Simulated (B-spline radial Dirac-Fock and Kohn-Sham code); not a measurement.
**K-line shifts caused by a second vacancy in Cl⁻**

System: Cl⁻ in the configuration 1s2 2s2 2p6 3s2 3p6, inside a Watson sphere of charge +1 and radius 1.81 Å (a model of the Madelung potential; inside it an electron's potential energy is lowered by 8.0 eV).

The run's input, task.json:

```json
{"items": [{
  "Z": 17,
  "q": -1,
  "cfg": [[1, 0, 2], [2, 0, 2], [2, 1, 6], [3, 0, 2], [3, 1, 6]],
  "A": 35,
  "rrms": 3.3654,
  "watson": [1, 1.81],
  "do": ["binding", "quiet", "double"]
}]}
```

Run with: `python xray_run.py task.json out`

Model: Dirac-Fock (average of configuration) total-energy differences with a finite nucleus, the Breit interaction including its frequency dependence, and self-energy and vacuum-polarisation corrections. Program: an atomic code on a B-spline grid. Each two-hole energy is an average over J within one jj subconfiguration, not an observable level; in light atoms, where LS coupling holds, the j-resolved values are not observed lines, and for a K spectator the Kα1 hypersatellite is nearly forbidden. Correlation energy is missing from these numbers.

Lines without a spectator: Kα2 (K-L2) 2620.8 eV, Kα1 (K-L3) 2622.4 eV, Kβ3 (K-M2) 2816.1 eV, Kβ1 (K-M3) 2816.2 eV. Shifts in eV with one spectator hole (a dash: not computed, or left out as unreliable):

| spectator hole | Kα2 | Kα1 | Kβ3 | Kβ1 |
| --- | --- | --- | --- | --- |
| K (1s) | +171.4 | +171.9 | +211.1 | +211.2 |
| L2 (2p1/2) | +12.04 | +15.13 | – | +39.9 |
| L3 (2p3/2) | +14.65 | +13.78 | +39.4 | – |
| M2 (3p1/2) | – | +0.15 | +1.74 | +2.48 |
| M3 (3p3/2) | +0.13 | – | +2.42 | +2.20 |

With n spectator holes in 2p, averaged over the 2p shell (energies in eV):

```csv
n,KαLⁿ,step,hypersatellite KαʰLⁿ
0,2621.9,–,2793.6
1,2636.1,+14.3,2809.2
2,2651.7,+15.6,2826.1
3,2668.6,+16.9,2844.4
4,2686.8,+18.2,2863.9
5,2706.4,+19.6,2884.8
```
